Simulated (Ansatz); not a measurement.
`FC1([SiH3])BO1` + `BNC=C` → `BN([SiH3])C=C` + `FC1BO1` at 600 K and 1 bar (ligand exchange at the Si–C bond).

Program: Ansatz. Geometries: PBE0-D4/def2-TZVP. ΔE: electronic, gas phase. CCSD(T)/CBS adds triple-zeta CCSD(T) − MP2 to the extrapolated MP2 energy (def2 sets, frozen cores). One conformer a species, not always the lowest.

```
         species  CCSD(T)/CBS energy (Eh)  H − E (kJ/mol)  S (J/(mol·K))
`FC1([SiH3])BO1`               -529.26326           185.8          407.8
         `BNC=C`               -159.21916           262.3          357.3
 `BN([SiH3])C=C`               -449.51164           320.8          436.5
        `FC1BO1`               -238.98850           127.0          317.9
```

H − E and S are ideal-gas, rigid-rotor, harmonic terms from PBE0-D4/def2-TZVP, for one conformer and one mirror image of each species. 1 Eh = 2625.50 kJ/mol, R = 8.31446 J/(mol·K).

Question: By hand: ΔE, ΔH, ΔS and ΔG.

Answer: ΔE = (-449.51164) + (-238.98850) − (-529.26326) − (-159.21916) = -0.01772 Eh = -46.5 kJ/mol. Δ(H − E) = 320.8 + 127.0 − 185.8 − 262.3 = -0.3, so ΔH = -46.8 kJ/mol. ΔS = 436.5 + 317.9 − 407.8 − 357.3 = -10.7 J/(mol·K). ΔG = -46.8 − 600 × (-10.7)/1000 = -40.4 kJ/mol.

Question: By hand: the equilibrium constant, and the temperature at which ΔG would vanish if ΔH and ΔS stayed fixed.

Answer: log₁₀ K = −ΔG/(RT ln 10) = 3.5. ΔG = 0 at ΔH/ΔS = 4374 K, far beyond where these terms or the molecules hold.

The number of gas molecules stays the same, so ΔS is small and ΔH decides. A doubt of 5 kJ/mol in ΔE shifts log₁₀ K by 0.4 here. Other conformers and mirror images would add mixing entropy, several J/(mol·K) or more a flexible species. These are equilibria of isolated gas molecules and say nothing of rates. Largest T1 diagnostic: 0.016 (customary marks: 0.02 for closed shells, 0.045 for open ones).
